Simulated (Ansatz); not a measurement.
C3H12BNSi, SMILES `BN([SiH3])C(C)C`, charge 0, multiplicity 1.

**Question.** Give a relaxed structure at PBE0-D4/def2-TZVP (Ansatz). (Best estimate.)

**Answer.** The calculation gave: 
```xyz
18

B     1.689   -0.728    0.299
N     0.672    0.229    0.323
Si    0.890    1.814    1.019
C    -0.672   -0.023   -0.240
C    -0.601   -0.269   -1.737
C    -1.372   -1.152    0.497
H     2.754   -0.454    0.773
H     1.499   -1.807   -0.187
H     0.629    2.854   -0.015
H     2.269    1.941    1.541
H    -0.099    2.020    2.112
H    -1.262    0.891   -0.083
H    -0.115    0.566   -2.245
H    -0.031   -1.177   -1.948
H    -1.604   -0.390   -2.153
H    -2.387   -1.286    0.116
H    -1.430   -0.940    1.566
H    -0.829   -2.090    0.362
```
Point group Cs.
This is one stationary point; other conformers may exist.
